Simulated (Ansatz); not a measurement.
CH13NO2Si4, SMILES C[Si](N[SiH3])(O[SiH3])O[SiH3]. Atoms are numbered in the order given.

```xyz
21

C      1.4470     0.2698    -1.9440
Si     0.4550     0.2686    -0.3758
N      1.1381    -0.7039     0.8857
Si     1.6736    -2.3623     0.8372
O      0.3323     1.7962     0.2637
Si    -0.7739     3.0388     0.3066
O     -1.0819    -0.2578    -0.7495
Si    -2.2496    -1.1525     0.0315
H      0.9331     0.8509    -2.7256
H      1.5824    -0.7567    -2.3200
H      2.4415     0.7106    -1.7750
H      1.2379    -0.2102     1.7708
H      1.3540    -2.8778    -0.5236
H      3.1431    -2.4966     1.0732
H      0.9779    -3.2002     1.8587
H     -2.0416     2.5922     0.9528
H     -0.1820     4.1502     1.0989
H     -1.0764     3.5216    -1.0720
H     -3.4664    -1.1675    -0.8237
H     -2.5834    -0.5506     1.3552
H     -1.7781    -2.5516     0.2458
```
Charge 0, spin multiplicity 1.

Coordinates come from a B3LYP-D3(BJ)/def2-SVP optimisation. One conformer was computed; it need not be the lowest.

Two levels are set side by side: PBE-D3(BJ)/def2-SVP (Ansatz, a quantum-chemistry and plane-wave program) and B3LYP-D3(BJ)/def2-SVP (Ansatz). Each level has its own optimised geometry; the coordinates shown are those of the second. Differences are taken from unrounded values.

```json
[
 {"quantity": "mean bond length (Å)", "B3LYP-D3(BJ)": "1.487"},
 {"quantity": "bond C1–Si2 (Å)", "B3LYP-D3(BJ)": "1.856"},
 {"quantity": "bond Si2–N3 (Å)", "B3LYP-D3(BJ)": "1.733"},
 {"quantity": "bond Si2–O5 (Å)", "B3LYP-D3(BJ)": "1.661"},
 {"quantity": "bond Si2–O7 (Å)", "B3LYP-D3(BJ)": "1.667"},
 {"quantity": "bond N3–Si4 (Å)", "B3LYP-D3(BJ)": "1.743"},
 {"quantity": "bond O5–Si6 (Å)", "B3LYP-D3(BJ)": "1.664"},
 {"quantity": "bond O7–Si8 (Å)", "B3LYP-D3(BJ)": "1.666"},
 {"quantity": "bond C1–H9 (Å)", "B3LYP-D3(BJ)": "1.101"},
 {"quantity": "bond C1–H10 (Å)", "B3LYP-D3(BJ)": "1.102"},
 {"quantity": "bond C1–H11 (Å)", "B3LYP-D3(BJ)": "1.101"},
 {"quantity": "bond N3–H12 (Å)", "B3LYP-D3(BJ)": "1.018"},
 {"quantity": "bond Si4–H13 (Å)", "B3LYP-D3(BJ)": "1.490"},
 {"quantity": "bond Si4–H14 (Å)", "B3LYP-D3(BJ)": "1.494"},
 {"quantity": "bond Si4–H15 (Å)", "B3LYP-D3(BJ)": "1.493"},
 {"quantity": "bond Si6–H16 (Å)", "B3LYP-D3(BJ)": "1.491"},
 {"quantity": "bond Si6–H17 (Å)", "B3LYP-D3(BJ)": "1.488"}
]
```

### Question
What does PBE-D3(BJ) give, and how far is it from B3LYP-D3(BJ)? (An estimate is asked for; the answer gives what the named calculation found.)

### Answer

```
quantity              PBE-D3(BJ)  PBE-D3(BJ) minus B3LYP-D3(BJ)
--------------------  ----------  -----------------------------
mean bond length (Å)       1.498                          0.012
bond C1–Si2 (Å)            1.861                          0.006
bond Si2–N3 (Å)            1.743                          0.010
bond Si2–O5 (Å)            1.676                          0.015
bond Si2–O7 (Å)            1.683                          0.016
bond N3–Si4 (Å)            1.753                          0.010
bond O5–Si6 (Å)            1.680                          0.015
bond O7–Si8 (Å)            1.682                          0.016
bond C1–H9 (Å)             1.108                          0.007
bond C1–H10 (Å)            1.109                          0.007
bond C1–H11 (Å)            1.108                          0.007
bond N3–H12 (Å)            1.026                          0.007
bond Si4–H13 (Å)           1.503                          0.013
bond Si4–H14 (Å)           1.508                          0.013
bond Si4–H15 (Å)           1.506                          0.013
bond Si6–H16 (Å)           1.505                          0.014
bond Si6–H17 (Å)           1.501                          0.013
```

GGA bonds tend to be longer and softer than those of functionals with exact exchange. Differences between two approximate levels are no errors against the true value.
